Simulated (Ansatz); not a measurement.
Consider the substitution at a C–Si bond: trimethylsilane + `O[SiH](F)[O][GeH3]` → `CO[SiH](F)[O][GeH3]` + `C[SiH2]C`.

Computed with Ansatz on PBE0-D4/def2-TZVP structures; ΔE is electronic, products minus reactants. CCSD(T)/CBS adds triple-zeta CCSD(T) − MP2 to the extrapolated MP2 energy (def2 sets, frozen cores). DFT in def2-TZVPP. HSE06 is defined as in plane-wave codes. For Ge outer-core shells are correlated without core-valence functions, which leaves a few kJ/mol of doubt a bond. Scalar relativity is left out up to krypton. One conformer a species, not always the lowest.

```
             level  ΔE (kcal/mol)  difference from CCSD(T)/CBS
          HSE06-D4           23.4                         -0.6
           ωB97X-V           22.0                         -2.0
           ωB97M-V           23.5                         -0.5
             BHLYP           21.4                         -2.6
RPA@PBE/def2-TZVPP           20.7                         -3.3
  CCSD(T)/def2-SVP           18.1                         -5.9
SCS-MP2/def2-TZVPP           22.8                         -1.2
CCSD(T)/def2-TZVPP           23.1                         -0.9
SCS-MP2/def2-QZVPP           23.4                         -0.6
      HF/CBS(def2)           19.4                         -4.6
       CCSD(T)/CBS           24.0                            0
```

Largest T1 diagnostic among the species: 0.012.

In def2-TZVPP, CCSD(T) changes the Hartree–Fock value by +3.6 kcal/mol (the triples alone add +0.3 kcal/mol) and MP2 by +5.4 kcal/mol. At CCSD(T), def2-SVP lies −5.8 kcal/mol from the extrapolated value and def2-TZVPP −0.9 kcal/mol. Leaving LDA and LC-ωPBE aside and taking each functional with its dispersion term where it has one, the values, not all of them listed here, spread over 2.7 kcal/mol, from BLYP-D4 to PBE-QIDH.
